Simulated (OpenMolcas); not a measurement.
Multiconfigurational calculation on P⁺

Input:

```
&GATEWAY
Coord
1

P 0.0 0.0 0.0
Basis=ANO-RCC-MB
Group=XYZ
NoMove
AngMom=0.0 0.0 0.0
AMFI
&SEWARD
&RASSCF
FileOrb=start.orb
Symmetry=1
Spin=3
nActEl=4 0 0
Inactive=2 3
Ras2=1 3
CIRoot=3 3 1
SDav=6
CIMx=300
Iter=120 100
PrWF=0.3
OrbListing=Nothing
MaxOrb=0
Atom
>>> COPY $Project.JobIph JOB001
&RASSCF
FileOrb=start.orb
Symmetry=1
Spin=1
nActEl=4 0 0
Inactive=2 3
Ras2=1 3
CIRoot=12 12 1
SDav=12
CIMx=300
Iter=120 100
PrWF=0.3
OrbListing=Nothing
MaxOrb=0
Atom
CIOnly
>>> COPY $Project.JobIph JOB002
&RASSCF
FileOrb=start.orb
Symmetry=2
Spin=3
nActEl=4 0 0
Inactive=2 3
Ras2=1 3
CIRoot=9 9 1
SDav=9
CIMx=300
Iter=120 100
PrWF=0.3
OrbListing=Nothing
MaxOrb=0
Atom
>>> COPY $Project.JobIph JOB003
&RASSCF
FileOrb=start.orb
Symmetry=2
Spin=5
nActEl=4 0 0
Inactive=2 3
Ras2=1 3
CIRoot=1 1 1
SDav=1
CIMx=300
Iter=120 100
PrWF=0.3
OrbListing=Nothing
MaxOrb=0
Atom
CIOnly
>>> COPY $Project.JobIph JOB004
&RASSCF
FileOrb=start.orb
Symmetry=2
Spin=1
nActEl=4 0 0
Inactive=2 3
Ras2=1 3
CIRoot=8 8 1
SDav=8
CIMx=300
Iter=120 100
PrWF=0.3
OrbListing=Nothing
MaxOrb=0
Atom
CIOnly
>>> COPY $Project.JobIph JOB005
&RASSI
NrOfJobIphs=5 3 6 9 1 5
1 2 3
1 2 3 4 5 6
1 2 3 4 5 6 7 8 9
1
1 2 3 4 5
IphNames
JOB001
JOB002
JOB003
JOB004
JOB005
EJob
SpinOrbit
DIPRint=1.0
SOCoupling=1000.0
Subsets=2
MEES
Property=10
'ANGMOM' 1 'ANGMOM' 2 'ANGMOM' 3 'MLTPL  1' 1 'MLTPL  1' 2 'MLTPL  1' 3
'AMFI' 1 'AMFI' 2 'AMFI' 3 'MLTPL  2' 6
SOProperty=3
'ANGMOM' 1 'ANGMOM' 2 'ANGMOM' 3
```

Launched by
```bash
OMP_NUM_THREADS=1 MOLCAS_MEM=2252 MOLCAS_PROJECT=a pymolcas a.inp > a.log  # once for each step of the input, in one work folder
```

A driver script runs the steps one by one and writes start.orb anew before each from the orbitals found so far, so a CI-only block uses the converged orbitals of the first block.

Output, cut to the results:

```
--- SEWARD ---
Basis set label: P.ANO-RCC...3S2P.

      Electronic valence basis set:
      ------------------
      Associated Effective Charge  15.000000 au
      Associated Actual Charge     15.000000 au
      Nuclear Model: Point charge

      Shell  nPrim  nBasis  Cartesian Spherical Contaminant
         s      17       3        X
         p      12       2        X
                  Relativistic Douglas-Kroll-Hess integrals:
                    - DKH order of Hamiltonian: 2
                    - DKH order of Properties : 0
                  Atomic mean-field integrals
--- RASSCF ---
Wave function specifications:
      -----------------------------

      Number of closed shell electrons          10
      Number of electrons in active shells       4
      Max number of holes in RAS1 space          0
      Max nr of electrons in RAS3 space          0
      Number of inactive orbitals                5
      Number of active orbitals                  4
      Number of secondary orbitals               0
      Spin quantum number                      1.0
      State symmetry                             1
Orbital specifications:
      -----------------------

      Symmetry species                           1   2
                                                ag  au
      Frozen orbitals                            0   0
      Inactive orbitals                          2   3
      Active orbitals                            1   3
      RAS1 orbitals                              0   0
      RAS2 orbitals                              1   3
      RAS3 orbitals                              0   0
      Secondary orbitals                         0   0
      Deleted orbitals                           0   0
      Number of basis functions                  3   6
      Number of CSFs                             6
      Number of root(s) required                 3
      Iter CI   SX   CI       RASSCF       Energy    max ROT     max BLB   max BLB  Level Ln srch  Step   QN
          iter iter root      energy       change     param      element    value   shift minimum  type update
 Nr of preliminary CI iterations:   1
        1   1    3    0  -341.15254690    0.00E+00  -6.87E-03    1   4 2 -4.57E-03*  0.00   0.00    SX    NO
        2   1    3    0  -341.15256717   -2.03E-05*  4.22E-04    1   4 2 -1.63E-04*  0.00   0.00    SX    NO
        3   1    2    0  -341.15256722   -5.33E-08*  2.76E-05    2   3 1 -6.11E-06   0.00   0.00    SX    NO
        4   1    2    0  -341.15256722   -1.90E-10   1.86E-06    2   3 1 -4.12E-07   0.00   0.00    SX    NO
      Convergence after  4 iterations
        5   1    2    0  -341.15256722   -9.66E-13   1.86E-06    2   3 1 -2.83E-08   0.00   0.00    SX    NO
      Natural orbitals and occupation numbers for root  1
      sym 1:   1.972966
      sym 2:   0.027034   1.000000   1.000000
      Natural orbitals and occupation numbers for root  2
      sym 1:   1.972966
      sym 2:   1.000000   1.000000   0.027034
      Natural orbitals and occupation numbers for root  3
      sym 1:   1.972966
      sym 2:   1.000000   0.027034   1.000000
::    RASSCF root number  1 Total energy:   -341.15256722
::    RASSCF root number  2 Total energy:   -341.15256722
::    RASSCF root number  3 Total energy:   -341.15256722
--- RASSCF ---
Wave function specifications:
      -----------------------------

      Number of closed shell electrons          10
      Number of electrons in active shells       4
      Max number of holes in RAS1 space          0
      Max nr of electrons in RAS3 space          0
      Number of inactive orbitals                5
      Number of active orbitals                  4
      Number of secondary orbitals               0
      Spin quantum number                      0.0
      State symmetry                             1
Orbital specifications:
      -----------------------

      Symmetry species                           1   2
                                                ag  au
      Frozen orbitals                            0   0
      Inactive orbitals                          2   3
      Active orbitals                            1   3
      RAS1 orbitals                              0   0
      RAS2 orbitals                              1   3
      RAS3 orbitals                              0   0
      Secondary orbitals                         0   0
      Deleted orbitals                           0   0
      Number of basis functions                  3   6
...
--- RASSI ---
SPIN-FREE ENERGIES:
  (Shifted by EMIN (a.u.) =       -341.1525672191)

 SF State       Relative EMIN(au)   Rel lowest level(eV)    D:o, cm**(-1)      L_eff

     1             0.0000000000        0.0000000000              0.0000         1.0
     2             0.0000000000        0.0000000000              0.0000         1.0
     3             0.0000000000        0.0000000000              0.0000         1.0
     4             0.0477415606        1.2991140465          10478.0614         2.0
     5             0.0477415606        1.2991140465          10478.0614         2.0
     6             0.0477415606        1.2991140465          10478.0614         2.0
     7             0.0477415606        1.2991140465          10478.0614         2.0
     8             0.0477415606        1.2991140465          10478.0614         2.0
     9             0.0881165812        2.3977743250          19339.3542         0.0
    19             0.1741454626        4.7387394464          38220.5112         0.0
    11             0.3393465373        9.2340896985          74477.9562         2.0
    12             0.3393465373        9.2340896985          74477.9562         2.0
    13             0.3393465373        9.2340896985          74477.9562         2.0
    14             0.3393465373        9.2340896985          74477.9562         2.0
    10             0.3393465373        9.2340896985          74477.9562         2.0
    16             0.3871009762       10.5335541797          84958.8441         1.0
    17             0.3871009762       10.5335541797          84958.8441         1.0
    15             0.3871009762       10.5335541797          84958.8441         1.0
    20             0.5264853701       14.3263967589         115550.1825         2.0
    21             0.5264853701       14.3263967589         115550.1825         2.0
    22             0.5264853701       14.3263967589         115550.1825         2.0
...
```

Levels above the lowest, from the spin-orbit matrix, grouped by J:

```csv
Configuration,Term,J,E (cm-1),Measured (cm-1),g,Term weight %
3s2 3p2,3P,0,0.0,0.0,,100
3s2 3p2,3P,1,122,165,1.501,100
3s2 3p2,3P,2,352,469,1.501,100
3s2 3p2,1D,2,10719,8882,1.000,100
3s2 3p2,1S,0,19583,21576,,100
3s 3p3,5S*,2,38457,45697,2.002,100
3s 3p3,3D*,2,74712,65272,1.167,100
3s 3p3,3D*,1,74714,65251,0.499,100
3s 3p3,3D*,3,74716,65307,1.334,100
3s 3p3,3P*,0,85197,76823,,100
3s 3p3,3P*,1,85199,76812,1.501,100
3s 3p3,3P*,2,85201,76764,1.501,100
```

Against the 11 measured excited levels shown (NIST Handbook of Basic Atomic Spectroscopic Data) the mean absolute deviation is 5900 cm-1; the largest miss in energy is 3s 3p3 3D* 1: computed 74714, measured 65251 cm-1 (+14.5 %), and the largest in proportion 3s2 3p2 3P1 (-26.1 %).

Without dynamic correlation excited terms often stand tens of per cent too high (terms of higher spin than the ground term too low), and those without a measured partner can miss by more than the paired ones. Terms from blocks run as CI alone lack orbitals of their own. Terms of s pⁿ other than that of highest spin mix with s² pⁿ⁻² d, which this space lacks; all of them can be thousands of cm-1 off, and some have no real level of that name. Measured partners are found by configuration, term and J. A level has none where our copy of the source lacks it or the pairing is in doubt (some pairs that miss far off the trend of their configuration count as doubtful), and it then counts in no deviation. Only configurations of the active space appear. The first state left out of the spin-orbit step lies near 130000 cm-1 above the lowest spin-free state of the reference (among the parities and spins computed), and the list stops at four fifths of that energy or lower.

The term weight is that of the spin-free term in the level, not the purity of its configuration. * marks odd parity.
